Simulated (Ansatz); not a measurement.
System: C5H11O (charge 0, doublet). It need not be the lowest isomer of its formula. 
Geometry from a B3LYP-D3(BJ)/def2-TZVP (Ansatz, a quantum-chemistry and plane-wave program) optimisation:
SMILES: CC(C)CC[O]
```xyz
17

C     -1.9921     0.9367     0.7133
C     -0.8365    -0.0557     0.5782
C     -1.3174    -1.3596    -0.0615
C      0.3209     0.5779    -0.2012
C      1.5929    -0.2696    -0.2232
O      2.6497     0.2895    -0.8745
H     -2.3898     1.2024    -0.2698
H     -1.6692     1.8578     1.2022
H     -2.8096     0.5122     1.2993
H     -0.4742    -0.2872     1.5875
H     -2.1566    -1.7800     0.4958
H     -1.6535    -1.1839    -1.0873
H     -0.5346    -2.1196    -0.0919
H      0.0129     0.7797    -1.2315
H      0.5744     1.5427     0.2464
H      1.8809    -0.6041     0.7898
H      1.4148    -1.2145    -0.7782
```
Charge 0, spin multiplicity 2.

Wanted: atomisation energy (electronic, to ground-state atoms), in kcal/mol. Valence correlation only, unless marked. Open shells are spin-unrestricted. No spin-orbit coupling. Non-relativistic unless marked X2C. The coupled-cluster limit lacks core correlation, which all-electron functionals hold. Basis-set limits of correlation are two-point, X^-3; Hartree-Fock from the larger set. [CCSD(T)-MP2]/basis is that difference in the basis named.

```
level                          program  atomisation energy (kcal/mol)
----------------------  --------------  -----------------------------
HF/6-31G*                       Ansatz                         1188.1
BLYP-D3(BJ)/def2-TZVPD  Ansatz + dftd3                         1577.3
```

**Question.** Predict the RI-MP2/CBS(cc-pVTZ,cc-pVQZ)+[CCSD(T)-MP2]/cc-pVTZ result (Ansatz).

**Answer.** 1580.8 kcal/mol, so BLYP-D3(BJ)/def2-TZVPD differs from it by -3.5 kcal/mol.
